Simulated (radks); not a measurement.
Q: The niobium ion Nb32+, configuration [He] 2s2 2p5. All-electron calculation, Dirac Kohn-Sham, LB94 model potential, spin-unpolarised, spherical densities, finite nucleus; open shells fill j = l - 1/2 first; Fermi nuclear charge, rms radius 4.324 fm. Program: a radial shooting solver on a logarithmic mesh with Libxc functionals. Some entries of the table are withheld. Estimate them.

orbital,occ.,eigenvalue (eV),r(max) (bohr),<r^2> (bohr^2)
1s1/2,2,-20871.50,0.02347,0.001745
2s1/2,2,-4444.704,0.1314,(1)
2p1/2,2,-4265.973,(2),(3)
2p3/2,3,-4162.500,(4),(5)

A: 
(1) 2s1/2 <r^2> (bohr^2): 0.02767
(2) 2p1/2 r(max) (bohr): 0.1017
(3) 2p1/2 <r^2> (bohr^2): 0.02064
(4) 2p3/2 r(max) (bohr): 0.1053
(5) 2p3/2 <r^2> (bohr^2): 0.02185
